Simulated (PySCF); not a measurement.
Si(F)(H)2(SMe) (CH₅FSSi), SMILES CS[SiH2]F. Atoms are numbered in the order given.

```xyz
9

Si     1.0909    -0.1660    -0.1259
F      1.0871     0.6108    -1.5598
S     -0.6536     0.2632     1.0111
C     -1.9122    -0.6196    -0.0043
H      1.1665    -1.6145    -0.4504
H      2.2435     0.3145     0.6739
H     -2.8732    -0.4991     0.5130
H     -1.9861    -0.1772    -1.0068
H     -1.6770    -1.6907    -0.0807
```

Geometry optimised at B3LYP-D3(BJ)/def2-SVP. One conformer was computed; it need not be the lowest.

The numbers are results of B3LYP-D3(BJ)/def2-SVP (PySCF), not measurements.

Frequencies are harmonic and unscaled.

```
mode  ν (cm⁻¹)  IR (km/mol)   moving atoms (share of kinetic energy)
----  --------  -----------  ---------------------------------------
1           67          3.3            F 35 %, C 26 %, H 23 %, S 8 %
2          108          0.2                                   H 93 %
3          175          2.1  H 30 %, C 30 %, S 15 %, Si 14 %, F 11 %
4          261          8.1                  F 37 %, S 30 %, Si 22 %
5          516         40.9                  Si 44 %, S 41 %, H 10 %
6          603         42.1                          H 71 %, Si 20 %
7          696         11.6                   C 58 %, S 32 %, H 10 %
8          765         13.9                                   H 93 %
9          862         24.8                  F 52 %, H 26 %, Si 22 %
10         914        303.6                          H 83 %, Si 13 %
11         949        128.8                          H 78 %, Si 16 %
12         963         21.2                           H 83 %, C 14 %
13         982          2.5                           H 81 %, C 15 %
14        1335          6.0                           H 87 %, C 13 %
15        1451          8.3                                   H 95 %
16        1459          8.7                                   H 95 %
17        2243         95.3                                   H 97 %
18        2271        117.4                                   H 96 %
19        3049         16.8                                   H 98 %
20        3154          4.0                           H 90 %, C 10 %
21        3163          1.4                           H 90 %, C 10 %
```
